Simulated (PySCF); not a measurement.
Isomers of C2H6OSi. Gas-phase values, no solvent. One relaxed conformer stands for each flexible species; it need not be the lowest. Strings in code marks are SMILES.

Quantity: vertical ionisation energy (energy after one electron is removed minus that of the parent at the parent's geometry), in eV.

Case: `C1C[SiH2]O1`. Geometry of `C1C[SiH2]O1` (neutral, multiplicity 1, Å):

```xyz
10

C      0.3509     1.0747     0.1470
C      0.7674    -0.4131     0.3136
Si    -0.9475    -0.7280    -0.3907
O     -0.9960     0.9429    -0.4058
H      0.9771     1.6267    -0.5554
H      0.3024     1.6221     1.0895
H      0.9452    -0.7109     1.3447
H      1.6187    -0.7062    -0.2970
H     -1.9643    -1.3574     0.4870
H     -1.0539    -1.3509    -1.7327
```

Question: What is the computed vertical ionisation energy (energy after one electron is removed minus that of the parent at the parent's geometry) (PBE-D3(BJ)/def2-TZVP // B3LYP-D3(BJ)/def2-TZVP (PySCF))?

Answer: 9.72 eV.
